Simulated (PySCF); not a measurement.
H10Si5, triplet, at the geometry of the source list (a higher spin typed on purpose: for a closed-shell molecule this is an excited state), with bond 6-1 at 2.2 times its length; PBE0/STO-3G run with PySCF.

Here is a job for PySCF.
```python
from pyscf import gto, scf, dft

mol = gto.Mole()
mol.atom = '''
    Si    0.79530000    1.18900000    1.36900000
    Si    1.87710000   -0.56410000    0.26970000
    Si    0.26980000   -1.67980000   -1.00830000
    Si   -1.71520000   -0.45220000   -0.87750000
    Si   -1.23030000    1.52810000    0.25990000
    H     0.25300000    0.40096000    4.45956000
    H     1.61460000    2.40140000    1.46530000
    H     2.57830000   -1.46380000    1.19310000
    H     2.95470000   -0.05190000   -0.58800000
    H     0.08020000   -3.06030000   -0.54650000
    H     0.70770000   -1.84710000   -2.39940000
    H    -2.75110000   -1.21750000   -0.17000000
    H    -2.31110000   -0.21530000   -2.19750000
    H    -1.10510000    2.64170000   -0.69190000
    H    -2.31360000    1.96100000    1.14830000
'''
mol.basis = 'sto-3g'
mol.spin = 2
mol.verbose = 4
mol.build()

mf = dft.UKS(mol)
mf.xc = 'pbe0'
mf.kernel()
mo_i, mo_e, stable_i, stable_e = mf.stability(internal=True, external=False, return_status=True, nroots=6, tol=1e-6)
print('internally stable:', stable_i, ' externally stable:', stable_e)
if not stable_i:
    umf = mf.copy()
    umf.scf_summary = {}
    umf.kernel(umf.make_rdm1(mo_i, mf.mo_occ))
mf.analyze()
```

Output, abridged:

```
PySCF version 2.14.0

[INPUT] verbose = 4
[INPUT] num. atoms = 15
[INPUT] num. electrons = 80
[INPUT] charge = 0
[INPUT] spin (= nelec alpha-beta = 2S) = 2
[INPUT] symmetry False subgroup None
[INPUT] Mole.unit = angstrom
[INPUT] Symbol           X                Y                Z      unit          X                Y                Z       unit  Magmom
[...]
nuclear repulsion = 488.825192526391
number of shells = 35
number of NR pGTOs = 165
number of NR cGTOs = 55
basis = sto-3g
ecp = {}

******** <class 'pyscf.dft.uks.UKS'> ********
method = UKS
initial guess = minao
damping factor = 0
level_shift factor = 0
DIIS = <class 'pyscf.scf.diis.CDIIS'>
diis_start_cycle = 1
diis_space = 8
diis_damp = 0
SCF conv_tol = 1e-09
SCF conv_tol_grad = None
SCF max_cycles = 50
direct_scf = True
direct_scf_tol = 1e-13
number electrons alpha = 41  beta = 39
XC library pyscf.dft.libxc version 7.1.2
    S. Lehtola, C. Steigemann, M. J. T. Oliveira, and M. A. L. Marques,  SoftwareX 7, 1–5 (2018)
XC functionals = pbe0
    C. Adamo and V. Barone,  J. Chem. Phys. 110, 6158 (1999)
    M. Ernzerhof and G. E. Scuseria,  J. Chem. Phys. 110, 5029 (1999)
radial grids:
    Treutler-Ahlrichs [JCP 102, 346 (1995); DOI:10.1063/1.469408] (M4) radial grids

becke partition: Becke, JCP 88, 2547 (1988); DOI:10.1063/1.454033
pruning grids: <function nwchem_prune>
grids dens level: 3
symmetrized grids: False
atomic radii adjust function: <function treutler_atomic_radii_adjust>
small_rho_cutoff = 0
Set gradient conv threshold to 3.16228e-05
tot grids = 193984
init E= -1435.05856769432

cycle= 1 E= -1435.97764791404  delta_E= -0.919  |g|= 0.0595  |ddm|= 3.04
cycle= 2 E= -1435.98342747075  delta_E= -0.00578  |g|= 0.0264  |ddm|= 0.238
cycle= 3 E= -1435.98404692801  delta_E= -0.000619  |g|= 0.00921  |ddm|= 0.0696
cycle= 4 E= -1435.98414597789  delta_E= -9.9e-05  |g|= 0.00149  |ddm|= 0.0241
cycle= 5 E= -1435.98415059077  delta_E= -4.61e-06  |g|= 0.000636  |ddm|= 0.00628
cycle= 6 E= -1435.98415121662  delta_E= -6.26e-07  |g|= 0.000226  |ddm|= 0.00229
cycle= 7 E= -1435.98415128779  delta_E= -7.12e-08  |g|= 3.95e-05  |ddm|= 0.000753
cycle= 8 E= -1435.9841512903  delta_E= -2.51e-09  |g|= 1.45e-05  |ddm|= 0.000135
cycle= 9 E= -1435.98415129067  delta_E= -3.72e-10  |g|= 4.19e-06  |ddm|= 5.32e-05
Extra cycle  E= -1435.98415129069  delta_E= -1.91e-11  |g|= 2.41e-06  |ddm|= 1.42e-05
converged SCF energy = -1435.98415129069  <S^2> = 2.0016198  2S+1 = 3.0010797
uhf_internal: lowest eigs of H = [0.32494552 0.39521609 0.44399533 0.46013341 0.493609   0.53744355]
<class 'pyscf.dft.uks.UKS'> wavefunction is stable in the internal stability analysis
internally stable: True  externally stable: None
**** SCF Summaries ****
Total Energy =                       -1435.984151290688487
Nuclear Repulsion Energy =             488.825192526390992
One-electron Energy =                -2975.773701674221684
Two-electron Energy =                 1050.964357857142204
Two-electron Coulomb Energy =         1158.996266065689497
DFT Exchange-Correlation Energy =     -108.031908208547293
**** MO energy ****
                             alpha | beta                alpha | beta
[...]
To work with the spin densities directly, `use mulliken_meta_spin()` only printing them here.

 ** Mulliken spin pop alpha/beta on meta-lowdin orthogonal AOs **
 ** Mulliken Spin Density (per AO)  **
spin_pop of  0 Si 1s        0.00000
spin_pop of  0 Si 2s        0.00001
spin_pop of  0 Si 3s        0.13496
spin_pop of  0 Si 2px      -0.00000
spin_pop of  0 Si 2py       0.00001
spin_pop of  0 Si 2pz       0.00035
spin_pop of  0 Si 3px       0.05126
spin_pop of  0 Si 3py       0.08106
spin_pop of  0 Si 3pz       0.67348
spin_pop of  1 Si 1s        0.00000
spin_pop of  1 Si 2s        0.00000
spin_pop of  1 Si 3s        0.00076
spin_pop of  1 Si 2px       0.00000
spin_pop of  1 Si 2py       0.00000
spin_pop of  1 Si 2pz       0.00000
spin_pop of  1 Si 3px      -0.00011
spin_pop of  1 Si 3py       0.01032
spin_pop of  1 Si 3pz      -0.00586
spin_pop of  2 Si 1s        0.00000
spin_pop of  2 Si 2s        0.00000
spin_pop of  2 Si 3s        0.00121
spin_pop of  2 Si 2px       0.00000
spin_pop of  2 Si 2py       0.00000
spin_pop of  2 Si 2pz       0.00000
spin_pop of  2 Si 3px       0.00103
spin_pop of  2 Si 3py       0.00074
spin_pop of  2 Si 3pz       0.00115
spin_pop of  3 Si 1s        0.00000
spin_pop of  3 Si 2s        0.00000
spin_pop of  3 Si 3s        0.00075
spin_pop of  3 Si 2px       0.00000
spin_pop of  3 Si 2py       0.00000
spin_pop of  3 Si 2pz       0.00000
spin_pop of  3 Si 3px       0.00009
spin_pop of  3 Si 3py       0.00095
spin_pop of  3 Si 3pz       0.00046
spin_pop of  4 Si 1s        0.00000
spin_pop of  4 Si 2s        0.00000
spin_pop of  4 Si 3s        0.00106
spin_pop of  4 Si 2px       0.00001
spin_pop of  4 Si 2py      -0.00000
spin_pop of  4 Si 2pz       0.00000
spin_pop of  4 Si 3px       0.01310
spin_pop of  4 Si 3py      -0.00236
spin_pop of  4 Si 3pz      -0.00611
spin_pop of  5 H 1s        0.99974
spin_pop of  6 H 1s       -0.00101
spin_pop of  7 H 1s        0.00298
spin_pop of  8 H 1s        0.01744
spin_pop of  9 H 1s        0.00064
spin_pop of  10 H 1s        0.00015
spin_pop of  11 H 1s        0.00034
spin_pop of  12 H 1s        0.00008
spin_pop of  13 H 1s        0.01917
spin_pop of  14 H 1s        0.00214
 ** Mulliken Spin Density (per atom)  **
spin density of  0 Si =      0.94112
spin density of  1 Si =      0.00512
spin density of  2 Si =      0.00413
spin density of  3 Si =      0.00226
spin density of  4 Si =      0.00570
spin density of  5 H =      0.99974
spin density of  6 H =     -0.00101
spin density of  7 H =      0.00298
spin density of  8 H =      0.01744
spin density of  9 H =      0.00064
spin density of  10 H =      0.00015
spin density of  11 H =      0.00034
spin density of  12 H =      0.00008
spin density of  13 H =      0.01917
spin density of  14 H =      0.00214
 ** Mulliken pop alpha/beta on meta-lowdin orthogonal AOs **
 ** Mulliken pop       alpha | beta **
In total            41.00000 | 39.00000
 ** Mulliken atomic charges   ( Nelec_alpha | Nelec_beta ) **
charge of  0Si =      0.13509  (     7.40302      6.46189 )
charge of  1Si =      0.21591  (     6.89461      6.88949 )
charge of  2Si =      0.21913  (     6.89250      6.88837 )
charge of  3Si =      0.21934  (     6.89146      6.88920 )
charge of  4Si =      0.21616  (     6.89477      6.88907 )
charge of  5H =     -0.00004  (     0.99989      0.00015 )
charge of  6H =     -0.10969  (     0.55434      0.55535 )
charge of  7H =     -0.11215  (     0.55756      0.55459 )
charge of  8H =     -0.11378  (     0.56561      0.54817 )
charge of  9H =     -0.11128  (     0.55596      0.55532 )
charge of  10H =     -0.11075  (     0.55545      0.55530 )
charge of  11H =     -0.11275  (     0.55654      0.55620 )
charge of  12H =     -0.10938  (     0.55473      0.55465 )
charge of  13H =     -0.11472  (     0.56694      0.54777 )
charge of  14H =     -0.11108  (     0.55661      0.55447 )
Dipole moment(X, Y, Z, Debye):  0.03152,  0.10611,  0.59649
```
